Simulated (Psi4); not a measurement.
Pair of molecules, SMILES [SiH4] with SMILES O=CO (the first has 5 atoms); geometry from B3LYP-D3(BJ)/def2-TZVP.
(charge 0, multiplicity 1):
```xyz
10

Si     0.107    -0.319     0.642
H     -0.275    -0.531    -0.774
H      0.686    -1.559     1.192
H     -1.143     0.010     1.380
H      1.045     0.815     0.741
O      0.938     0.142     3.732
C      0.065     0.427     4.503
O     -1.229     0.568     4.191
H      0.213     0.610     5.575
H     -1.328     0.400     3.235
```

Computed with Psi4 1.11 with SAPT0/jun-cc-pV(D+d)Z.

Q: Give the four SAPT terms and the total, and say what mostly holds the pair together.

A: electrostatics -3.71, exchange 5.74, induction -1.96, dispersion -2.08, total -2.00 kcal/mol; the largest attraction is electrostatics.
